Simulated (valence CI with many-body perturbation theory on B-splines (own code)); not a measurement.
## As11+ in brief

Method: configuration interaction combined with many-body perturbation theory (CI+MBPT): four valence electrons over a frozen Dirac-Fock core [Ar], a basis of 7 s, 7 p, 8 d, 6 f, 4 g, 1 h functions for each j, with the one-electron correlation potential Σ1 (screened to all orders), the two-electron term Σ2, the three-electron term Σ3, Breit, model QED; selected single and double excitations, second order for the rest, scaled by the run's own slope (own B-spline code, finite nucleus).

No measured spectrum was set against this ion. As an estimate, terms of the open shell hold to 2 to 4 % of their energy, and close levels can change places. The list stops below the first excitations out of the core. Only levels of the ground parity were solved; by the run's estimate the other parity begins above the list, which can be wrong where configurations are misplaced.

Rates and lifetimes use the calculated energies. Strong lines usually hold to 10 to 20 %, long lifetimes can be off by a factor of two.

Q: What is the ground level?

A: 3d⁴ ⁵D_0, composition 97 % 3d⁴ ⁵D + 3 % 3d⁴ ³P.

Q: How is the term ⁵D of the ground level split?

A: J = 0 at 0.0, J = 1 at 1129, J = 2 at 3006, J = 3 at 5334, J = 4 at 7933 cm⁻¹.

Q: What is the ionisation energy?

A: 333.32 eV; NIST lists 333 ± 2.5 eV (theoretical).

Q: How well does LS coupling describe the low levels?

A: Among the lowest 20 levels the leading LS term, summed over configurations, holds 90 % on average. For single configurations the figures are 90 % in LS and 56 % in jj coupling. Terms mix most in the J = 3 level at 59536 cm⁻¹, where the leading one holds 66 %.
